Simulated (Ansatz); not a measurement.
A nudged elastic band was laid between two geometries of H4Sn + HO (7 atoms, charge 0, multiplicity 2).

Method: UHF/def2-mTZVP (Ansatz 0.2.0).

```
movable images  : 2
climbing image  : yes
spring          : 5.0 eV/Å²
optimiser       : quadratic models (default)
start path      : through a guess of the saddle point
force threshold : 0.03 eV/Å
iteration limit : 60
end points      : relaxed
```

Image 0:

```xyz
7
Properties=species:S:1:pos:R:3
Sn -0.025 -0.039 -0.278
H -0.151 -0.231 1.420
H 1.626 0.016 -0.704
H -0.795 1.416 -0.725
H -0.784 -1.363 -1.038
O -0.188 -0.299 4.736
H -0.195 -0.300 3.779
```

Image 3:

```xyz
7
Properties=species:S:1:pos:R:3
Sn 0.032 0.049 -0.788
H -0.074 -0.111 3.274
H 1.657 0.055 -1.325
H -0.773 1.459 -1.332
H -0.772 -1.345 -1.375
O -0.049 -0.076 4.219
H -0.533 -0.832 4.515
```

Which bonds break or form, and what moves?

Bonds broken: Sn1–H2. Bonds formed: H2–O6. H4Sn + HO becomes H2O + H3Sn.

What energy profile does the band end with?

The forces met the threshold. The highest image is number 1 of 0 to 3, 0.013 eV above the first end and 1.114 eV above the last; the last end lies 1.101 eV below the first. The order of the stationary point at the top wasn't checked. A band with more images between the same ends climbed to 0.66 eV, so this one has probably stepped over the top. So few images can step over the top or miss a turn of the path.

```
image  path coordinate (Å)  energy (eV)  Sn1–H2 (Å)  H2–O6 (Å)
    0                 0.00        0.000        1.71       3.32
    1                 2.26        0.013        1.71       3.38
    2                 4.21       -1.056        3.12       0.95
    3                 6.17       -1.101        4.07       0.95
```

What is the geometry of the highest image?


```xyz
7
Properties=species:S:1:pos:R:3
Sn 0.140 0.073 -0.081
H 0.876 0.481 1.414
H 1.366 -0.243 -1.227
H -0.819 1.380 -0.608
H -0.824 -1.317 0.137
O -1.060 -0.743 3.902
H -0.191 -0.431 3.651
```

Time of the run: 2.8 min on 1 thread of Arm Neoverse V2, with other jobs on the host, peak memory 0.2 GiB.
